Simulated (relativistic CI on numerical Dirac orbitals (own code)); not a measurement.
Electric-dipole lines of K¹⁸⁺

These numbers are calculated, not measured: Dirac equation for one electron, model QED (radiative potential, 1s self-energy scaled to tabulated hydrogen-like ionisation energies) (own radial code, finite nucleus).

Configuration list: 1s, 2s, 2p, 3s, 3p, 3d, 4s, 4p, 4d, 4f, 5s, 5p, 5d, 5f, 5g, 6s, 6p, 6d. Levels of other configurations are missing.

| λ vac (nm) | Lower | Upper | A (s⁻¹) | E lower (10³ cm⁻¹) | E upper (10³ cm⁻¹) |
| --- | --- | --- | --- | --- | --- |
| 0.33467 | 1s ²S1/2 [1] | 2p ²P°3/2 [4] | 8.13e+13 | 0.0 | 29880.3 |
| 1.3445 | 2p ²P°3/2 [4] | 4d ²D5/2 [15] | 2.69e+12 | 29880.3 | 37318.2 |
| 1.8002 | 2p ²P°1/2 [2] | 3d ²D3/2 [7] | 7.08e+12 | 29832.0 | 35387.1 |
| 1.8006 | 2s ²S1/2 [3] | 3p ²P°3/2 [8] | 2.91e+12 | 29833.6 | 35387.1 |
| 1.8144 | 2p ²P°3/2 [4] | 3d ²D5/2 [9] | 8.42e+12 | 29880.3 | 35391.8 |
| 3.5423 | 3d ²D3/2 [7] | 5f ²F°5/2 [21] | 5.55e+11 | 35387.1 | 38210.1 |
| 3.5476 | 3d ²D5/2 [9] | 5f ²F°7/2 [24] | 5.92e+11 | 35391.8 | 38210.6 |
| 5.1458 | 3p ²P°1/2 [5] | 4d ²D3/2 [12] | 7.65e+11 | 35372.8 | 37316.2 |
| 5.1470 | 3s ²S1/2 [6] | 4p ²P°3/2 [13] | 3.96e+11 | 35373.3 | 37316.2 |
| 5.1785 | 3d ²D3/2 [7] | 4f ²F°5/2 [14] | 1.68e+12 | 35387.1 | 37318.2 |
| 5.1786 | 3p ²P°3/2 [8] | 4d ²D5/2 [15] | 9.17e+11 | 35387.1 | 37318.2 |
| 5.1886 | 3d ²D5/2 [9] | 4f ²F°7/2 [16] | 1.80e+12 | 35391.8 | 37319.2 |
| 11.124 | 4p ²P°1/2 [10] | 5d ²D3/2 [19] | 1.61e+11 | 37310.1 | 38209.1 |
| 11.186 | 4d ²D3/2 [12] | 5f ²F°5/2 [21] | 3.15e+11 | 37316.2 | 38210.1 |
| 11.187 | 4p ²P°3/2 [13] | 5d ²D5/2 [22] | 1.93e+11 | 37316.2 | 38210.1 |
| 11.205 | 4f ²F°5/2 [14] | 5g ²G7/2 [23] | 5.35e+11 | 37318.2 | 38210.6 |
| 11.205 | 4d ²D5/2 [15] | 5f ²F°7/2 [24] | 3.37e+11 | 37318.2 | 38210.6 |
| 11.214 | 4f ²F°7/2 [16] | 5g ²G9/2 [25] | 5.55e+11 | 37319.2 | 38210.9 |
| 20.489 | 5p ²P°1/2 [17] | 6d ²D3/2 [28] | 4.84e+10 | 38206.0 | 38694.1 |
| 20.594 | 5p ²P°3/2 [20] | 6d ²D5/2 [30] | 5.85e+10 | 38209.1 | 38694.7 |

Terms are leading LS components. Brackets give the number of a level in order of energy, since labels repeat. The list gives strong lines, with weight on those to low levels, without lines whose two gauges differ by over a factor of 2.5. Levels whose partners in the same complex of configurations lie outside the list can be far off, and so can their lines. Rates are taken at the computed energies, electric ones in the length gauge.

Question: From the table, what is the radiative lifetime of 4d ²D5/2?

Answer: The listed rates from this level add up to about 3.61e+12 s⁻¹, 100 % of its decay; with all channels τ = 2.76e-13 s.
